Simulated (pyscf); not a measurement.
**`[NH2][Zn][OH]`, singlet**

Gas-phase minimum from PySCF at ωB97X-D3(BJ)/def2-SVP, one conformer. 

SMILES: [OH][Zn][NH2]
```xyz
6

N      0.3733    -0.8040    -0.9711
Zn     1.0894    -0.0217     0.4940
O      1.9168     0.8596     1.7910
H     -0.6010    -0.6345    -1.2052
H      0.5798    -1.7792    -1.1690
H      1.6441     0.6385     2.6872
```

Bond lengths (Å): N1–Zn2 1.809, N1–H4 1.016, N1–H5 1.016, Zn2–O3 1.773, O3–H6 0.962. Angles (°): Zn2–N1–H4 119.6, Zn2–N1–H5 119.5, H4–N1–H5 108.1, N1–Zn2–O3 172.9, Zn2–O3–H6 115.8.

Properties at ωB97X-D3(BJ)/def2-SVP:

```yaml
harmonic_wavenumbers_unscaled: 151, 157, 180, 329, 621, 718, 734, 772, 1551, 3599, 3685, 3924 cm⁻¹
zero_point_energy: 23.5 kcal/mol
rotational_symmetry_number: 1
Entropy of this conformer at 298 K and 1 atm, rigid rotor and harmonic oscillator, modes under 100 cm⁻¹ raised to 100: 299.3 J/(mol K)
dipole_moment: 2.60 D
```

Single-point totals, which compare only within one level (frozen core for MP2 and CC):

```tsv
level	total energy (hartree)
ωB97X-D3(BJ)/def2-TZVP	-1911.25211
PBE/def2-TZVP	-1910.84828
r²SCAN/def2-TZVP	-1911.17861
B3LYP-D3(BJ)/def2-TZVP	-1911.31877
PBE0-D3(BJ)/def2-TZVP	-1910.86652
M06-2X/def2-TZVP	-1911.17900
ωB97M-D3(BJ)/def2-TZVP	-1911.31862
HF/def2-TZVPP	-1908.93873
MP2/def2-TZVPP	-1910.24858
CCSD/def2-TZVPP	-1910.17048
CCSD(T)/def2-TZVPP	-1910.20577
```

Soft torsions are taken as harmonic, which can shift the entropy by several J/(mol K). The CCSD(T) − MP2 part came from Ansatz, without density fitting, on the same reference. The frozen core leaves the outer d or s,p core shells of the metals and heavy elements correlated in the MP2 and CC values, and def2-TZVPP describes them poorly, so these totals are far from the basis limit. Elements up to Kr have no core potential and no relativistic terms here.
